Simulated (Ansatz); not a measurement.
Diatomic NaB+, multiplicity 2 (lowest of 2S+1 = 2, 4 at CCSD(T)/def2-TZVPP on PBE0 minima; our sources give no spin for the ground state, which may be another).

Constants: fifth-degree fit in 1/R to seven points, most abundant isotopes. Runs in def2 and cc sets follow the lowest solution found near the PBE0 minimum.

Run with Ansatz (a program for electronic structure). 

```tsv
level	r_e (Å)	ω_e (cm⁻¹)	α_e (cm⁻¹)	B_e (cm⁻¹)
SVWN5/def2-TZVPP	2.822	206	0.0051	0.284
PBE/def2-TZVPP	2.884	196	0.0048	0.272
r2SCAN/def2-TZVPP	2.880	200	0.0049	0.273
B97M-V/def2-TZVPP	2.938	188	0.0046	0.262
B3LYP/def2-TZVPP	2.855	204	0.0050	0.278
PBE0/def2-TZVPP	2.859	205	0.0048	0.277
BHLYP/def2-TZVPP	2.821	216	0.0050	0.284
CAM-B3LYP/def2-TZVPP	2.819	214	0.0050	0.285
wB97X-V/def2-TZVPP	2.852	211	0.0048	0.278
wB97M-V/def2-TZVPP	2.880	197	0.0049	0.273
B2PLYP/def2-TZVPP	2.844	209	0.0048	0.280
CCSD/def2-TZVPP	2.883	200	0.0044	0.273
CCSD/def2-QZVPP	2.855	204	0.0049	0.278
CCSD(T)/def2-TZVPP	2.881	200	0.0044	0.273
CCSD(T)/def2-QZVPP	2.852	204	0.0049	0.278
```

Correlated levels freeze the inner cores; with def2 sets outer-core shells near the valence are correlated too.
